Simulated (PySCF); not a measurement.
An unknown shows these calculated signals:

1H NMR (600 MHz, computed): δ 4.61 (s, 2H), 4.01 (s, 3H).

13C{1H} NMR (computed): δ 173.9 (C), 131.3 (C), 68.2 (CH2), 54.9 (CH3).

Calculated, not measured (PySCF): coordinates at the GFN2-xTB level, GIAO PBE0/pcSseg-1 shieldings. One averaged value for each set of equivalent atoms, one conformer, non-relativistic Hamiltonian, gas phase.

δ = σ(ref) − σ, references computed at the same level: 1H, 13C against TMS.

Problem. Which of these does the molecule contain: a CF3 group, an ester, a vinyl group CH=CH2, an aldehyde, a methoxy group, an NH or NH2 group?

Solution. 
- A CF3 group: yes (δC 131.3).
- An ester: yes (δC 173.9).
- A vinyl group CH=CH2: no.
- An aldehyde: no.
- A methoxy group: yes (δC 54.9; δH 4.01 (s)).
- An NH or NH2 group: no.

The data belong to `COC(=O)COC(F)(F)F`, C4H5F3O3; they needn't prove each group on their own.

Carbon signals by region: 1 in the far downfield region (above 160 ppm), 1 in the sp2 and nitrile region (100–160 ppm), 2 at 50–100 ppm. Above 160 ppm: 173.9, ester carbonyl carbon.

Splittings by 19F in the carbon and heteronuclear signals aren't shown, as no couplings were computed. Shifts are as computed. Against solution values, carbons near 30 ppm lie about +3 ppm off and those near 130 ppm about +5 ppm. Of 1211 compounds with measured shifts, 218 miss one by over three times the rms of a fit or turn the order of signals round; such compounds aren't used in these exercises. No couplings were computed; multiplicities are counted from neighbouring protons, with m where these are inequivalent, close in shift, in a saturated or five-membered ring or joined by F or P, and br s for small geminal =CH2 splittings.
